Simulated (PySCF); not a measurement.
SMILES [F][Cd][SiH3] (B3LYP/def2-SVP optimised geometry):

```
6

Cd     0.530    -0.257     0.000
F      2.482    -0.257     0.000
Si    -1.954    -0.256    -0.009
H     -2.482    -0.763     1.292
H     -2.470    -1.130    -1.104
H     -2.466     1.130    -0.224
```

Level of theory: B3LYP/def2-TZVP, def2 effective core potentials past Kr in PySCF.

Task: What are the frontier orbital energies and the dipole moment?

Result: HOMO-2 -9.08 eV, HOMO-1 -9.08 eV, HOMO -8.13 eV, LUMO -1.42 eV, LUMO+1 -1.27 eV; dipole moment 3.16 D.

On the same geometry PBE/def2-TZVP, def2 effective core potentials past Kr in PySCF gives HOMO-2 -7.52 eV, HOMO-1 -7.52 eV, HOMO -7.27 eV, LUMO -1.94 eV, LUMO+1 -1.70 eV; dipole moment 2.98 D.
